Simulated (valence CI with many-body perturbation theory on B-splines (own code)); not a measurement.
# Missing levels of Ba¹⁵⁺

Level of theory: configuration interaction combined with many-body perturbation theory (CI+MBPT): five valence electrons over a frozen Dirac-Fock core [Kr], a basis of 7 s, 7 p, 8 d, 6 f, 4 g, 1 h functions for each j, with the one-electron correlation potential Σ1, the two-electron term Σ2, the three-electron term Σ3, Breit, model QED; selected CI, second order for the rest (own B-spline code, finite nucleus).

No measured levels were compared; by estimate terms of the open shell hold to 2 to 4 % of their energy, and close levels can change places. Core correlation moves these levels by up to 12000 cm⁻¹, and in measured spectra 5 to 20 % of such shifts remained as error; rates that hang on mixing are uncertain with them. Among the levels kept, up to 310 cm⁻¹ of a level comes from second order outside the variational space, and about a tenth of that is noise between levels of different J, which matters for small intervals. Only levels of the ground parity were solved; by the run's estimate the other parity begins above the list, which can be wrong where configurations are misplaced.

| Level | E (cm⁻¹) |
| --- | --- |
| (4d3/2^3 4d5/2^2) J=5/2 [a] | 0.0 |
| (4d3/2^4 4d5/2) J=5/2 | 35003 |
| (4d3/2^3 4d5/2^2) J=7/2 [a] | 46504 |
| (4d3/2^3 4d5/2^2) J=3/2 | 48802 |
| (4d3/2^3 4d5/2^2) J=11/2 | 48963 |
| (4d3/2^3 4d5/2^2) J=5/2 [b] | ? |
| (4d3/2^3 4d5/2^2) J=9/2 | ? |
| (4d3/2^3 4d5/2^2) J=1/2 | 56057 |
| (4d3/2^2 4d5/2^3) J=7/2 [a] | 62532 |
| (4d3/2^3 4d5/2^2) J=5/2 [c] | 67012 |
| (4d3/2^2 4d5/2^3) J=11/2 | 71903 |
| (4d3/2^2 4d5/2^3) J=1/2 [a] | ? |
| (4d3/2^3 4d5/2^2) J=7/2 [b] | ? |
| (4d3/2^2 4d5/2^3) J=3/2 [a] | 75255 |
| (4d3/2^2 4d5/2^3) J=9/2 [a] | ? |
| (4d3/2^2 4d5/2^3) J=13/2 | ? |
| (4d3/2^2 4d5/2^3) J=3/2 [b] | 79811 |
| (4d3/2^2 4d5/2^3) J=5/2 [a] | 83416 |
| (4d3/2^2 4d5/2^3) J=9/2 [b] | 93207 |
| (4d3/2^2 4d5/2^3) J=5/2 [b] | 93477 |

Levels are named by their leading jj configuration (3d3/2^4 stands for four electrons in 3d with j = 3/2), which in mixed levels can hold well under half, so a name can repeat and another be missing. Letters in brackets count levels of one name in rising energy.

The levels stand in rising order. What does the calculation give for the missing energies?

(4d3/2^3 4d5/2^2) J=5/2 [b] 50667; (4d3/2^3 4d5/2^2) J=9/2 51413; (4d3/2^2 4d5/2^3) J=1/2 [a] 72442; (4d3/2^3 4d5/2^2) J=7/2 [b] 74718; (4d3/2^2 4d5/2^3) J=9/2 [a] 78365; (4d3/2^2 4d5/2^3) J=13/2 78947.
